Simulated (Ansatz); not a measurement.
`[NH2][SbH2]` + `C=C=N` → `C=C=[N][SbH2]` + NH₃ at 600 K and 1 bar (ligand exchange at the Sb–N bond).

Computed with Ansatz on PBE0-D4/def2-TZVP structures; ΔE is electronic, products minus reactants. CCSD(T)/CBS adds triple-zeta CCSD(T) − MP2 to the extrapolated MP2 energy (def2 sets, frozen cores). This one scheme is used for every species. Elements past krypton have def2 core potentials. For Sb outer-core shells are correlated without core-valence functions, which leaves a few kJ/mol of doubt a bond. Each species was taken in one conformer, which may not be the lowest.

```csv
species,CCSD(T)/CBS energy (Eh),H − E (kJ/mol),S (J/(mol·K))
`[NH2][SbH2]`,-297.10356,138.6,330.5
`C=C=N`,-132.55079,148.0,296.9
`C=C=[N][SbH2]`,-373.15774,176.4,405.4
NH₃,-56.50880,112.4,219.5
```

H − E and S are ideal-gas, rigid-rotor, harmonic terms from PBE0-D4/def2-TZVP, for one conformer and one mirror image of each species. 1 Eh = 2625.50 kJ/mol, R = 8.31446 J/(mol·K).

Q: By hand: ΔE, ΔH, ΔS and ΔG.

A: ΔE = (-373.15774) + (-56.50880) − (-297.10356) − (-132.55079) = -0.01219 Eh = -32.0 kJ/mol. Δ(H − E) = 176.4 + 112.4 − 138.6 − 148.0 = 2.2, so ΔH = -29.8 kJ/mol. ΔS = 405.4 + 219.5 − 330.5 − 296.9 = -2.5 J/(mol·K). ΔG = -29.8 − 600 × (-2.5)/1000 = -28.3 kJ/mol.

Q: By hand: the equilibrium constant, and the temperature at which ΔG would vanish if ΔH and ΔS stayed fixed.

A: log₁₀ K = −ΔG/(RT ln 10) = 2.5. ΔG = 0 at ΔH/ΔS = 11920 K, far beyond where these terms or the molecules hold.

The number of gas molecules stays the same, so ΔS is small and ΔH decides. A doubt of 5 kJ/mol in ΔE shifts log₁₀ K by 0.4 here. Other conformers and mirror images would add mixing entropy, several J/(mol·K) or more a flexible species. These are equilibria of isolated gas molecules and say nothing of rates. Largest T1 diagnostic: 0.015 (customary marks: 0.02 for closed shells, 0.045 for open ones).
